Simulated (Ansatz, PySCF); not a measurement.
Dissociation curve of K2, singlet.

Levels of theory: RKS-PBE = Ansatz (a first-principles code) with restricted PBE/def2-SVP; UKS-PBE = unrestricted PBE/def2-SVP run with Ansatz; RKS-TPSSh = restricted TPSSh/def2-SVP (PySCF 2.14.0); UCCSD(T) = CCSD(T) on UHF/def2-SVP, 10 core orbitals frozen in PySCF.

Energies relative to the lowest point of each curve near equilibrium, in eV; the last columns give the difference from UCCSD(T):

```json
[
 {"R / Å": "3.19", "RKS-PBE": "0.270", "UKS-PBE": "0.270", "RKS-TPSSh": "0.329", "UCCSD(T)": "0.306", "RKS-PBE − UCCSD(T)": "-0.035", "UKS-PBE − UCCSD(T)": "-0.035", "RKS-TPSSh − UCCSD(T)": "0.024"},
 {"R / Å": "3.39", "RKS-PBE": "0.142", "UKS-PBE": "0.142", "RKS-TPSSh": "0.185", "UCCSD(T)": "0.172", "RKS-PBE − UCCSD(T)": "-0.030", "UKS-PBE − UCCSD(T)": "-0.030", "RKS-TPSSh − UCCSD(T)": "0.013"},
 {"R / Å": "3.57", "RKS-PBE": "0.066", "UKS-PBE": "0.066", "RKS-TPSSh": "0.096", "UCCSD(T)": "0.089", "RKS-PBE − UCCSD(T)": "-0.023", "UKS-PBE − UCCSD(T)": "-0.023", "RKS-TPSSh − UCCSD(T)": "0.007"},
 {"R / Å": "3.74", "RKS-PBE": "0.023", "UKS-PBE": "0.023", "RKS-TPSSh": "0.041", "UCCSD(T)": "0.037", "RKS-PBE − UCCSD(T)": "-0.015", "UKS-PBE − UCCSD(T)": "-0.015", "RKS-TPSSh − UCCSD(T)": "0.004"},
 {"R / Å": "3.91", "RKS-PBE": "0.003", "UKS-PBE": "0.003", "RKS-TPSSh": "0.011", "UCCSD(T)": "0.009", "RKS-PBE − UCCSD(T)": "-0.006", "UKS-PBE − UCCSD(T)": "-0.006", "RKS-TPSSh − UCCSD(T)": "0.002"},
 {"R / Å": "4.01", "RKS-PBE": "0.000", "UKS-PBE": "0.000", "RKS-TPSSh": "0.002", "UCCSD(T)": "0.001", "RKS-PBE − UCCSD(T)": "-0.001", "UKS-PBE − UCCSD(T)": "-0.001", "RKS-TPSSh − UCCSD(T)": "0.001"},
 {"R / Å": "4.10", "RKS-PBE": "0.002", "UKS-PBE": "0.002", "RKS-TPSSh": "0.000", "UCCSD(T)": "0.000", "RKS-PBE − UCCSD(T)": "0.002", "UKS-PBE − UCCSD(T)": "0.002", "RKS-TPSSh − UCCSD(T)": "0.000"},
 {"R / Å": "4.23", "RKS-PBE": "0.013", "UKS-PBE": "0.013", "RKS-TPSSh": "0.004", "UCCSD(T)": "0.006", "RKS-PBE − UCCSD(T)": "0.007", "UKS-PBE − UCCSD(T)": "0.007", "RKS-TPSSh − UCCSD(T)": "-0.001"},
 {"R / Å": "4.38", "RKS-PBE": "0.033", "UKS-PBE": "0.033", "RKS-TPSSh": "0.019", "UCCSD(T)": "0.022", "RKS-PBE − UCCSD(T)": "0.010", "UKS-PBE − UCCSD(T)": "0.010", "RKS-TPSSh − UCCSD(T)": "-0.003"},
 {"R / Å": "4.67", "RKS-PBE": "0.089", "UKS-PBE": "0.089", "RKS-TPSSh": "0.068", "UCCSD(T)": "0.075", "RKS-PBE − UCCSD(T)": "0.014", "UKS-PBE − UCCSD(T)": "0.014", "RKS-TPSSh − UCCSD(T)": "-0.007"},
 {"R / Å": "4.99", "RKS-PBE": "0.168", "UKS-PBE": "0.168", "RKS-TPSSh": "0.144", "UCCSD(T)": "0.151", "RKS-PBE − UCCSD(T)": "0.017", "UKS-PBE − UCCSD(T)": "0.017", "RKS-TPSSh − UCCSD(T)": "-0.007"},
 {"R / Å": "5.37", "RKS-PBE": "0.268", "UKS-PBE": "0.267", "RKS-TPSSh": "0.246", "UCCSD(T)": "0.247", "RKS-PBE − UCCSD(T)": "0.021", "UKS-PBE − UCCSD(T)": "0.020", "RKS-TPSSh − UCCSD(T)": "-0.001"},
 {"R / Å": "5.96", "RKS-PBE": "0.416", "UKS-PBE": "0.398", "RKS-TPSSh": "0.406", "UCCSD(T)": "0.370", "RKS-PBE − UCCSD(T)": "0.047", "UKS-PBE − UCCSD(T)": "0.028", "RKS-TPSSh − UCCSD(T)": "0.037"},
 {"R / Å": "6.63", "RKS-PBE": "0.558", "UKS-PBE": "0.497", "RKS-TPSSh": "0.568", "UCCSD(T)": "0.445", "RKS-PBE − UCCSD(T)": "0.113", "UKS-PBE − UCCSD(T)": "0.052", "RKS-TPSSh − UCCSD(T)": "0.123"},
 {"R / Å": "7.22", "RKS-PBE": "0.655", "UKS-PBE": "0.547", "RKS-TPSSh": "0.685", "UCCSD(T)": "0.475", "RKS-PBE − UCCSD(T)": "0.180", "UKS-PBE − UCCSD(T)": "0.072", "RKS-TPSSh − UCCSD(T)": "0.210"},
 {"R / Å": "7.98", "RKS-PBE": "0.745", "UKS-PBE": "0.578", "RKS-TPSSh": "0.799", "UCCSD(T)": "0.492", "RKS-PBE − UCCSD(T)": "0.253", "UKS-PBE − UCCSD(T)": "0.086", "RKS-TPSSh − UCCSD(T)": "0.307"},
 {"R / Å": "8.85", "RKS-PBE": "0.810", "UKS-PBE": "0.589", "RKS-TPSSh": "0.886", "UCCSD(T)": "0.500", "RKS-PBE − UCCSD(T)": "0.310", "UKS-PBE − UCCSD(T)": "0.089", "RKS-TPSSh − UCCSD(T)": "0.387"},
 {"R / Å": "9.85", "RKS-PBE": "0.850", "UKS-PBE": "0.592", "RKS-TPSSh": "0.944", "UCCSD(T)": "0.503", "RKS-PBE − UCCSD(T)": "0.347", "UKS-PBE − UCCSD(T)": "0.089", "RKS-TPSSh − UCCSD(T)": "0.441"},
 {"R / Å": "10.70", "RKS-PBE": "0.868", "UKS-PBE": "0.593", "RKS-TPSSh": "0.972", "UCCSD(T)": "0.505", "RKS-PBE − UCCSD(T)": "0.363", "UKS-PBE − UCCSD(T)": "0.088", "RKS-TPSSh − UCCSD(T)": "0.467"},
 {"R / Å": "12.02", "RKS-PBE": "0.880", "UKS-PBE": "0.593", "RKS-TPSSh": "0.995", "UCCSD(T)": "0.506", "RKS-PBE − UCCSD(T)": "0.374", "UKS-PBE − UCCSD(T)": "0.087", "RKS-TPSSh − UCCSD(T)": "0.489"}
]
```

RKS-PBE is furthest from UCCSD(T) at 12.02 (0.374 eV, above); its mean absolute difference over the points is 0.108 eV.

UKS-PBE is furthest from UCCSD(T) at 8.85 (0.089 eV, above); its mean absolute difference over the points is 0.039 eV.

RKS-TPSSh is furthest from UCCSD(T) at 12.02 (0.489 eV, above); its mean absolute difference over the points is 0.126 eV.

The restricted form behind RKS-PBE, RKS-TPSSh keeps the bonding electrons paired and can't separate into open-shell fragments. The unrestricted determinant behind UKS-PBE is spin-contaminated at 5.37 to 12.02 Å (<S²> up to 1.0, against 0.00 for a pure singlet). The unrestricted determinant behind UCCSD(T) is spin-contaminated at 3.19 to 12.02 Å (<S²> up to 1.0, against 0.00 for a pure singlet).
